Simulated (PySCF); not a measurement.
Isomers of C4H6OSi, one conformer each. Method used: core-valence-separated Tamm–Dancoff BHandHLYP/aug-pcX-1 (pcseg-1 on H, def2-SVPD on Si) in PySCF, non-relativistic, gas phase, PBE0-D3(BJ)/def2-SVP geometry. No empirical shift is added; at this level the pattern usually sits a few eV under experiment.

P. `O=CC#CC[SiH3]`
Q. `o1c([SiH3])ccc1`

Main lines, eV (oscillator strength):
1. C K: 283.3 (0.053), 283.7 (0.057), 284.0 (0.055), 284.2 (0.065), 285.8 (0.009); O K: 532.6 (0.032), 536.2 (0.010), 536.5 (0.019)
2. C K: 282.9 (0.076), 283.5 (0.073), 283.5 (0.061), 284.3 (0.057), 286.1 (0.047); O K: 528.0 (0.051)
Listed: the first five lines at most of each edge with a tenth or more of its strongest line's intensity; roots within 0.03 eV on the same or equivalent atoms are summed. Only the lowest roots were sought, and the top ones are left out.

Question: Which spectrum belongs to which isomer?

Answer: 1 = Q, 2 = P.
- P: first C line listed at 282.9 eV, hole on the alkyne carbon (1s→π*); first O line listed at 528.0 eV, hole on the aldehyde oxygen (1s→π*).
- Q: first C line listed at 283.3 eV, hole on the aromatic CH carbon (1s→π*); first O line listed at 532.6 eV, hole on the furan-type oxygen.

Question: What are the ground-state energies of the isomers at BHandHLYP/aug-pcX-1 (pcseg-1 on H, def2-SVPD on Si), relative to the lowest?

Answer: P 126.9, Q 0.0 kJ/mol (electronic energies on these geometries, no dispersion or zero-point terms).
